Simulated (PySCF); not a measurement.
## Structure revision by computed shifts

A compound C4H5F3O2 gives the data below (simulated from a calculation) and was assigned the structure `O=CCCOC(F)(F)F`.

¹³C{¹H} NMR (computed): δ 164.4 (C), 124.7 (C), 66.4 (CH2), 16.0 (CH3).

¹H NMR (400 MHz, computed): δ 4.58 (q, 2H), 1.43 (t, 3H).

- geometry: GFN2-xTB
- shielding tensors at PBE0/pcSseg-1 (GIAO)
- run in PySCF
- one averaged value for each set of equivalent atoms, one conformer, no solvent model, relativity neglected

References, each an isolated molecule treated in the same way: ¹H (31.72 ppm) and ¹³C (186.93 ppm) against TMS.

Question: Compare with the shifts computed for the proposed structure, pairing carbons in order of shift.

Answer: Numbering as in the mapped SMILES `[O:1]=[CH:2][CH2:3][CH2:4][O:5][C:6]([F:7])([F:8])[F:9]`; H(Xn) means a hydrogen on atom n.

| atom | computed for proposal | given list | difference |
| --- | --- | --- | --- |
| C2 | 202.9 | 164.4 | +38.5 |
| C6 | 130.8 | 124.7 | +6.1 |
| C4 | 66.4 | 66.4 | +0.0 |
| C3 | 48.4 | 16.0 | +32.4 |

The rms difference is 25.3 ppm and the largest +38.5 ppm at C2 (aldehyde carbonyl carbon). The carbon types in order of shift don't match either: CH, C, CH2, CH2 for the proposal against C, C, CH2, CH3 in the data. The proposal doesn't fit.

Question: Which isomer fits?

Answer: SMILES O=C(OCC)C(F)(F)F.

1. Carbon types of the structure: 2 × C, 1 × CH2, 1 × CH3, which accounts for all hydrogens.
2. δC 164.4: ester carbonyl carbon; it is a carbonyl in resonance with an O or N lone pair, the region of acids, esters and amides.
3. δC 124.7: CF3 carbon; 3 electronegative neighbours deshield it.
4. δC 66.4: sp3 CH2 bonded to O; deshielded by the electronegative neighbour.
5. δC 16.0: methyl carbon; aliphatic region, no heteroatom directly attached.

This is the structure that produced the data.

Splittings by ¹⁹F in the carbon and heteronuclear signals aren't shown, as no couplings were computed. Shifts are as computed. Against solution values, carbons near 30 ppm lie about +3 ppm off and those near 130 ppm about +5 ppm. Of 1211 compounds with measured shifts, 218 miss one by over three times the rms of a fit or turn the order of signals round; such compounds aren't used in these exercises. Multiplicities follow the n + 1 count of equivalent neighbours, as no J values were calculated; m marks all less simple cases, F and P coupling included.
